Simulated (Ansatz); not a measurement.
Process, species as SMILES: [C]Br (C-Br) → Br atom + C atom
B3LYP-D3(BJ)/def2-TZVP geometries, fixed; electronic energies without zero-point terms.
Largest species:
```
C
Br 1 1.8310
```
Charge 0, spin multiplicity 2.

Basis-set convergence of the atomisation energy at B3LYP with Ansatz (a program for electronic structure). All functions are spherical. The program fits the integrals of some runs and decomposes those of others, by size. Open shells are unrestricted. No added dispersion term, no relativity. Functions are those of the species that has most. Reference: the value in aug-cc-pV5Z, 82.88 kcal/mol, itself unsure by roughly 0.13 kcal/mol (its mean distance from pcseg-4, aug-pcseg-3, aug-cc-pVQZ). Deviations are taken from unrounded values.

| basis | functions | atomisation energy (kcal/mol) | minus reference (kcal/mol) |
|---|---|---|---|
| pcseg-1 | 41 | 79.31 | -3.57 |
| def2-SVP | 46 | 82.50 | -0.37 |
| aug-pcseg-1 | 59 | 79.43 | -3.45 |
| 6-311G** | 62 | 80.21 | -2.67 |
| cc-pVTZ | 73 | 82.18 | -0.70 |
| pcseg-2 | 73 | 82.18 | -0.70 |
| cc-pVQZ | 123 | 82.66 | -0.22 |
| pcseg-4 | 212 | 82.72 | -0.16 |
| aug-cc-pV5Z | 267 | 82.88 | 0.00 |

The smallest set listed that lies within 1 kcal/mol of the reference with all its larger relatives (same family, alike in diffuse functions; a set with none counts only in the reference's own line) is def2-SVP (46 functions, -0.37 kcal/mol off). (Relatives not listed, tested too: def2-TZVP -0.20, def2-TZVPP -0.20, pcseg-3 -0.25, def2-QZVP -0.30, def2-QZVPP -0.30, cc-pV5Z -0.12 kcal/mol.)
